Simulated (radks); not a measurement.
Sm VI, configuration [Xe] 4f3.

Method: Dirac Kohn-Sham, PBE, spin-unpolarised, spherical densities, finite nucleus; open shells are shared between the two j in proportion to 2j + 1; Fermi nuclear charge, rms radius 5.0819 fm; computed with a radial shooting solver on a logarithmic mesh with Libxc functionals.

Energy parts (hartree):
| part | energy |
|---|---|
| total | -10428.4832 |
| kinetic | 11307.4839 |
| electron-nucleus | -25396.5620 |
| Hartree | 3894.1876 |
| exchange-correlation | -233.5927 |

Orbitals (lengths in bohr, moments of r in powers of bohr):
orbital     occ.  eigenvalue (hartree)   <1/r>
1s1/2          2             -1716.210   68.81
2s1/2          2             -282.6856   16.35
2p1/2          2             -268.0892   16.33
2p3/2          4             -245.9426   14.56
3s1/2          2             -64.24086   5.943
3p1/2          2             -57.95891   5.857
3p3/2          4             -53.47626   5.411
3d3/2          4             -42.57562   5.283
3d5/2          6             -41.60304   5.172
4s1/2          2             -15.00640   2.494
4p1/2          2             -12.58732   2.391
4p3/2          4             -11.58257   2.243
4d3/2          4              -7.58881   2.035
4d5/2          6              -7.40572   1.999
4f5/2    1.28571              -2.71497   1.568
4f7/2    1.71429              -2.68864   1.555
5s1/2          2              -3.82973   1.024
5p1/2          2              -3.09805  0.9332
5p3/2          4              -2.92187  0.8844

The highest occupied level is 4f7/2 at -73.162 eV. Summed over all electrons, <r^2> = 30.20 bohr^2, which gives a Langevin (diamagnetic) susceptibility term of -23.9 x 10^-6 cm^3/mol. The electron density at the nucleus is 5.333e+05 e/bohr^3. For comparison, the ionisation energy in NIST's Atomic Spectra Database is 87 eV (theoretical). In exact Kohn-Sham theory the highest level is minus the ionisation energy, but local and semilocal functionals leave it too shallow, through self-interaction and a potential that decays too fast; potentials with the right tail come closer.

Beside tabulated values, note that spin-unpolarised runs miss the spin-polarisation part of the exchange energy of open shells.
